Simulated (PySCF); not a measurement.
C5H4Cl2O2.
SMILES with atom numbers: `[CH3:1][O:2][C:3](=[O:4])[C:5]#[C:6][CH:7]([Cl:8])[Cl:9]` (hydrogens: H10, H11, H12 on C1; H13 on C7)

The same species was optimised twice, with GFN2-xTB and with PBE0-D3(BJ)/def2-SVP (PySCF), and the same property calculations (PySCF, gas phase) were run on both structures.

| coordinate | GFN2-xTB | PBE0-D3(BJ)/def2-SVP | change |
| --- | --- | --- | --- |
| C6–C7 (Å) | 1.434 | 1.447 | +0.013 |
| C7–Cl8 (Å) | 1.792 | 1.783 | -0.009 |
| C7–Cl9 (Å) | 1.791 | 1.783 | -0.008 |
| C5≡C6 (Å) | 1.203 | 1.211 | +0.008 |
| C3–C5 (Å) | 1.448 | 1.453 | +0.005 |
| O2–C3 (Å) | 1.332 | 1.330 | -0.002 |
| C1–O2 (Å) | 1.421 | 1.420 | -0.001 |
| C3=O4 (Å) | 1.202 | 1.202 | 0.000 |
| C5–C6–C7 (°) | 175.9 | 179.4 | +3.5 |
| C3–C5–C6 (°) | 173.6 | 176.3 | +2.7 |
| Cl8–C7–Cl9 (°) | 109.9 | 111.5 | +1.6 |
| C6–C7–Cl8 (°) | 109.6 | 110.6 | +1.0 |
| C6–C7–Cl9 (°) | 109.5 | 110.3 | +0.8 |
| O2–C3–O4 (°) | 125.4 | 124.9 | -0.5 |
| O2–C3–C5 (°) | 110.8 | 111.3 | +0.5 |
| C1–O2–C3 (°) | 115.8 | 115.5 | -0.3 |
| C1–O2–C3–O4 (°) | 0 | 0 | 0 |

Rotational constants: A = 2215, B = 445.3, C = 417.3 MHz (GFN2-xTB) against A = 2239, B = 436.3, C = 406.1 MHz (PBE0-D3(BJ)/def2-SVP). Atoms that the bonding makes alike are paired by their places after alignment.

On the GFN2-xTB structure: HOMO (eV) -8.54 [PBE0/pcSseg-1]; LUMO (eV) -2.00 [PBE0/pcSseg-1]; dipole (D) 1.32 [PBE0/pcSseg-1]; GIAO shielding of C1 (ppm) 132.5 [PBE0/pcSseg-1]; GIAO shielding of O2 (ppm) 132.1 [PBE0/pcSseg-1]; GIAO shielding of C3 (ppm) 27.2 [PBE0/pcSseg-1]; GIAO shielding of O4 (ppm) -127.2 [PBE0/pcSseg-1]; GIAO shielding of C5 (ppm) 94.3 [PBE0/pcSseg-1]; GIAO shielding of C6 (ppm) 102.5 [PBE0/pcSseg-1]; GIAO shielding of C7 (ppm) 116.2 [PBE0/pcSseg-1]; GIAO shielding of Cl8/Cl9 (mean) (ppm) 602.9 [PBE0/pcSseg-1].

Q: What do these properties become on the PBE0-D3(BJ)/def2-SVP structure?

A: 
```csv
property,level,on GFN2-xTB,on PBE0-D3(BJ)/def2-SVP,change
HOMO (eV),PBE0/pcSseg-1,-8.54,-8.53,+0.01
LUMO (eV),PBE0/pcSseg-1,-2.00,-1.97,+0.03
dipole (D),PBE0/pcSseg-1,1.32,1.36,+0.04
"energy, GFN2-xTB geometry as zero (kcal/mol)",PBE0/pcSseg-1,0.0,-0.2,-0.2
GIAO shielding of C1 (ppm),PBE0/pcSseg-1,132.5,131.4,-1.1
GIAO shielding of O2 (ppm),PBE0/pcSseg-1,132.1,131.1,-1.0
GIAO shielding of C3 (ppm),PBE0/pcSseg-1,27.2,27.2,0.0
GIAO shielding of O4 (ppm),PBE0/pcSseg-1,-127.2,-128.6,-1.4
GIAO shielding of C5 (ppm),PBE0/pcSseg-1,94.3,96.3,+2.0
GIAO shielding of C6 (ppm),PBE0/pcSseg-1,102.5,102.1,-0.4
GIAO shielding of C7 (ppm),PBE0/pcSseg-1,116.2,116.7,+0.5
GIAO shielding of Cl8/Cl9 (mean) (ppm),PBE0/pcSseg-1,602.9,626.7,+23.8
```

The heavy atoms differ by 0.090 Å rms after alignment. Among bonds between heavy atoms C6–C7 changes most (+0.013 Å). Changes are differences of the printed values. Neither structure is proved a minimum here.

Shape of the structure used: `[CH3:1][O:2][C:3](=[O:4])[C:5]#[C:6][CH:7]([Cl:8])[Cl:9]`: C1–O2–C3–O4 0°.
